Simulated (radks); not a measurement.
Problem. Radial electron density D(r) = 4 pi r^2 rho(r) of an atom or ion with 57 electrons. Method: Dirac Kohn-Sham, BP86, spin-unpolarised, spherical densities, finite nucleus; Fermi nuclear charge, rms radius of each element as measured or else 0.836 A^(1/3) + 0.57 fm; computed with a radial shooting solver on a logarithmic mesh with Libxc functionals.

| r (bohr) | D(r) (e/bohr) |
|---|---|
| 0.002644 | 15.14 |
| 0.003053 | 18.67 |
| 0.003526 | 22.85 |
| 0.004072 | 27.72 |
| 0.004703 | 33.30 |
| 0.005432 | 39.54 |
| 0.006273 | 46.32 |
| 0.007245 | 53.45 |
| 0.008367 | 60.61 |
| 0.009662 | 67.39 |
| 0.01116 | 73.29 |
| 0.01289 | 77.77 |
| 0.01488 | 80.39 |
| 0.01719 | 80.89 |
| 0.01985 | 79.38 |
| 0.02293 | 76.45 |
| 0.02648 | 73.24 |
| 0.03058 | 71.21 |
| 0.03531 | 71.88 |
| 0.04078 | 76.16 |
| 0.0471 | 83.83 |
| 0.05439 | 93.11 |
| 0.06282 | 101.0 |
| 0.07255 | 104.3 |
| 0.08446 | 100.8 |
| 0.09754 | 92.24 |
| 0.1126 | 82.70 |
| 0.1301 | 77.42 |
| 0.1502 | 79.25 |
| 0.1735 | 85.96 |
| 0.2004 | 90.80 |
| 0.2314 | 86.87 |
| 0.2673 | 72.58 |
| 0.3087 | 53.61 |
| 0.3565 | 39.03 |
| 0.4117 | 34.30 |
| 0.4754 | 37.22 |
| 0.5491 | 40.57 |
| 0.6341 | 38.60 |
| 0.7323 | 31.17 |
| 0.8458 | 22.16 |
| 0.9768 | 15.32 |
| 1.128 | 11.62 |
| 1.303 | 9.787 |
| 1.505 | 8.191 |
| 1.738 | 6.152 |
| 2.007 | 3.936 |
| 2.318 | 2.091 |
| 2.676 | 0.9042 |
| 3.091 | 0.3110 |
| 3.57 | 0.08331 |
| 4.123 | 0.01717 |
| 4.761 | 0.002660 |
| 5.499 | 0.0002983 |

What is the nuclear charge?

Solution. Z = 60. The innermost maximum, from 1s, lies near gamma/Z bohr with gamma = sqrt(1 - (Z/c)^2) = 0.899, here 0.015 bohr (found: 0.0165), and its height grows with Z. The density is that of the neodymium ion Nd3+ in [Xe] 4f3; the configuration itself is not fixed sharply by these data, and Z only to a few units. D(r) has 4 maxima, at r = 0.0165, 0.0731, 0.204, 0.567 bohr, and minima at 0.0321, 0.134, 0.412 bohr, inside which lie 2.03, 11.16, 29.12 electrons.
